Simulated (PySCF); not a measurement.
Cartesian coordinates in Å; atom numbers follow the order of the lines, from 1:
```xyz
11

Si   -2.1117    1.0008    1.2211
C    -0.7551    2.1524    0.5715
Si    1.0206    1.5234    0.7710
Cl   -0.8923    3.7244    1.4565
H    -1.8846    0.7456    2.6727
H    -2.0495   -0.2933    0.4729
H    -3.4465    1.6339    1.0166
H    -0.9438    2.3683   -0.4931
H     1.2938    1.2741    2.2156
H     1.1694    0.2447    0.0088
H     1.9759    2.5373    0.2382
```

- NMR shieldings at B3LYP/pcSseg-2/GIAO
- geometry: PBE0-D3(BJ)/def2-SVP
- run in PySCF 2.14.0 with density-fitted response routines
- in vacuum, one computed conformer, equivalent nuclei averaged, relativity neglected

Shifts are taken against calculated references (same method and geometry level): ¹³C (σ = 179.19 ppm) and ¹H (σ = 31.39 ppm) and ²⁹Si (σ = 324.61 ppm) against TMS; HCl for ³⁵Cl (σ = 927.31 ppm).

```csv
atoms,nucleus,count,δ (ppm)
Si1/Si3,²⁹Si,2,-61.9
H5/H6/H7/H9/H10/H11,¹H,6,4.10
H8,¹H,1,2.79
C2,¹³C,1,?
Cl4,³⁵Cl,1,?
```

Question: Complete the table.

Answer: 
- C2: 27.0 ppm, sp3 CH bonded to Cl and 2 Si; the inductive effect lowers its shielding
- Cl4: 87 ppm, chlorine bonded to C

Carbons that carry Cl, above all several Cl atoms, come out too deshielded, partly because spin–orbit coupling is missing. Shifts are as computed. Against solution values, carbons near 30 ppm lie about +3 ppm off and those near 130 ppm about +8 ppm. Of 1211 compounds with measured shifts, 218 miss one by over three times the rms of a fit or turn the order of signals round; such compounds aren't used in these exercises.
